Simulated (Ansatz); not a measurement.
Consider the formal exchange of groups at a C–B bond: `FCCBS` + CH₃SH → `FCCCS` + `BS`.

Computed with Ansatz on PBE0-D4/def2-TZVP structures; ΔE is electronic, products minus reactants. CBS: MP2 limit from def2 TZ/QZ plus the TZ coupled-cluster correction, frozen cores. This one scheme is used for every species. Each species was taken in one conformer, which may not be the lowest.

`FCCBS`:

Cartesian coordinates in Å:
```
F -0.838 1.682 0.917
C 0.016 1.469 -0.156
C 0.528 0.048 -0.124
B -0.610 -1.022 -0.240
S -0.650 -2.567 0.631
H -0.551 1.666 -1.070
H 0.826 2.200 -0.073
H 1.173 -0.100 0.748
H 1.168 -0.090 -1.008
H -1.530 -0.865 -0.989
H 0.468 -2.422 1.364
```

CH₃SH:

```xyz
6

C     0.358    0.162    0.294
S    -0.898   -1.008   -0.266
H     1.132    0.309   -0.458
H     0.814   -0.282    1.179
H    -0.082    1.119    0.574
H    -1.325   -0.300   -1.323
```

`FCCCS`:

Cartesian coordinates in Å:
```
F 0.160 -1.658 -1.459
C 0.746 -1.199 -0.287
C 0.621 0.301 -0.209
C -0.816 0.792 -0.159
S -1.740 0.290 1.317
H 0.233 -1.682 0.549
H 1.795 -1.507 -0.298
H 1.170 0.646 0.674
H 1.115 0.741 -1.083
H -0.860 1.878 -0.253
H -1.383 0.375 -0.993
H -1.040 1.023 2.199
```

`BS`:

```xyz
5

B     0.491   -0.073   -0.299
S    -0.770    0.894    0.468
H     1.364    0.539   -0.830
H     0.459   -1.263   -0.280
H    -1.545   -0.097    0.940
```

```json
{"species": "`FCCBS`", "HF/CBS(def2) energy (Eh)": "-601.02640"}
{"species": "CH₃SH", "HF/CBS(def2) energy (Eh)": "-437.76777"}
{"species": "`FCCCS`", "HF/CBS(def2) energy (Eh)": "-614.76991"}
{"species": "`BS`", "HF/CBS(def2) energy (Eh)": "-424.01035"}
```

Work out ΔE.

ΔE = (-614.76991) + (-424.01035) − (-601.02640) − (-437.76777) = 0.01391 Eh = +36.5 kJ/mol. CCSD(T)/CBS gives +33.8 kJ/mol.

Largest T1 diagnostic among the species: 0.015.
